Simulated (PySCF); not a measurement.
## SbH and its ions

PBEsol; Sb def2-TZVPPD with ECP28, H def2-TZVPPD; scalar-relativistic core potentials (PySCF 2.14). Neutral (UKS): triplet (π ↑↑), Re = 1.728 Å, ωe = 1872 cm⁻¹, De = 2.78 eV, HOMO -5.40 eV, LUMO -3.75 eV.

SbH⁺ (UKS): doublet (π ↑), Re = 1.728 Å, ωe = 1915 cm⁻¹, De = 2.92 eV to Sb⁺ + H. The energies at the minima are -240.54240 hartree for SbH and -240.21702 for SbH⁺.

Problem. Work out the adiabatic ionisation energy, without and with harmonic zero-point energies (1 hartree = 27.2114 eV, 1 eV = 8065.5 cm⁻¹), and the change of the bond length.

Solution. At PBEsol: 0.32538 hartree = 8.854 eV between the minima; the zero-point term (1915.0 − 1872.0)/2 cm⁻¹ = +0.003 eV makes it 8.857 eV. Re changes by +0.0 pm against the neutral. The electron leaves a π orbital, which is non-bonding in a hydride.

Spin–orbit coupling is left out, which matters for elements this heavy, above all for dissociation energies. For an ion De counts to the pair picked by the measured ionisation energies or electron affinities, which need not be the lowest pair at this level. States were picked by a PBE0 search and need not be the measured ground states.
